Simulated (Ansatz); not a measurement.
cyclo-(AsH)3 (As₃H₃). Charge 0, multiplicity 3. Geometry PBE-D4/def2-SVP, that of the neutral singlet; atoms count from 1.

```xyz
6

As    0.6246   -1.3043    0.2388
As    0.2713    1.0390    0.9470
As   -1.3296   -0.0142   -0.6170
H     1.5738   -0.8517   -0.8923
H    -0.5690    0.5670    2.1553
H    -0.5710    0.5643   -1.8317
```

At PBE0-D4/def2-TZVP a singlet of charge 0 lies 3.88 eV below the triplet at the same geometry.

Q: Estimate the Mulliken populations from the PBE0/def2-TZVP orbitals of Ansatz.

A: 
```csv
atom,charge (e),spin (α − β)
As1,-0.10,0.26
As2,-0.07,0.88
As3,-0.07,0.93
H4,0.08,-0.01
H5,0.08,-0.03
H6,0.09,-0.03
```
Mulliken values and Mayer orders depend strongly on the basis.

Q: Where does the spin sit?

A: Summed by element: As 2.07, H -0.07, of 2 unpaired in all. Largest on single atoms: As3 0.93, As2 0.88, As1 0.26.

Q: And the Mayer bond orders between bonded heavy atoms (over 0.3)?

A: As1–As2 1.01 (2.47 Å); As1–As3 0.96 (2.49 Å); As2–As3 0.43 (2.47 Å).
